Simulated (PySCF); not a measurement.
Isomers C7H13ClSi:

A. SMILES [C@@H]1(C)C[SiH2]C/C(=C/Cl)C1
B. SMILES C1(=C/Cl)/CCC[C@@H]([SiH3])C1
C. `[C@H]1(C)CC[SiH2]/C(=C\Cl)C1`

Spectrum 1. 1H NMR (400 MHz, computed): δ 5.93 (s, 1H), 3.73 (d, 3H), 3.22 (m, 1H), 2.23 (m, 1H), 1.96 (m, 1H), 1.93 (m, 1H), 1.87 (m, 1H), 1.73 (m, 1H), 1.38 (m, 1H), 1.22 (m, 1H), 0.88 (m, 1H). 13C{1H} NMR (computed): δ 151.3 (C), 121.1 (CH), 41.2 (CH2), 33.8 (CH2), 33.7 (CH2), 32.8 (CH2), 28.3 (CH).

Spectrum 2. 1H NMR (400 MHz, computed): δ 5.85 (s, 1H), 4.32 (m, 1H), 4.03 (m, 1H), 3.04 (m, 1H), 1.83 (m, 1H), 1.64 (m, 1H), 1.54 (m, 1H), 1.18 (m, 1H), 1.16 (d, 3H), 0.95 (m, 1H), 0.46 (m, 1H). 13C{1H} NMR (computed): δ 149.1 (C), 119.6 (CH), 43.4 (CH2), 37.5 (CH), 29.8 (CH3), 22.6 (CH2), 20.2 (CH2).

Spectrum 3. 1H NMR (400 MHz, computed): δ 6.53 (s, 1H), 4.80 (m, 1H), 4.28 (m, 1H), 2.29 (m, 1H), 2.03 (m, 1H), 2.02 (m, 1H), 1.20 (m, 1H), 1.10 (m, 1H), 1.05 (m, 1H), 1.01 (m, 3H), 0.84 (m, 1H). 13C{1H} NMR (computed): δ 147.1 (C), 137.0 (CH), 49.4 (CH2), 40.6 (CH), 37.8 (CH2), 25.9 (CH3), 11.7 (CH2).

One computed conformer, relativity neglected, rapidly exchanging positions averaged, isolated molecule. Geometry from GFN2-xTB; shielding tensors at PBE0/pcSseg-1 (GIAO); PySCF.

Chemical shifts δ = σref − σ; TMS for 1H (σ = 31.72 ppm), 13C (σ = 186.93 ppm), all at this level. Where no couplings were computed, multiplicities follow the n + 1 count of equivalent neighbours, and m marks all less simple cases (inequivalent or close neighbours, rings, F or P nearby). Shifts are as computed. Against solution values, carbons near 30 ppm lie about +3 ppm off and those near 130 ppm about +5 ppm; carbons on Cl a further +6 ppm. Of 1211 compounds with measured shifts, 218 miss one by over three times the rms of a fit or turn the order of signals round; such compounds aren't used in these exercises. Carbons bonded to Cl come out too deshielded.

Problem. Match each spectrum to its structure.

Solution. 1–B, 2–A, 3–C.

- Spectrum 1 (B): 7 13C signals; δC 151.3 is a fully substituted alkene carbon; δC 121.1 is an alkene CH.
- Spectrum 2 (A): 7 13C signals; δC 149.1 is a fully substituted alkene carbon; δC 119.6 is an alkene CH.
- Spectrum 3 (C): 7 13C signals; δC 147.1 is a fully substituted alkene carbon; δC 137.0 is an alkene CH.
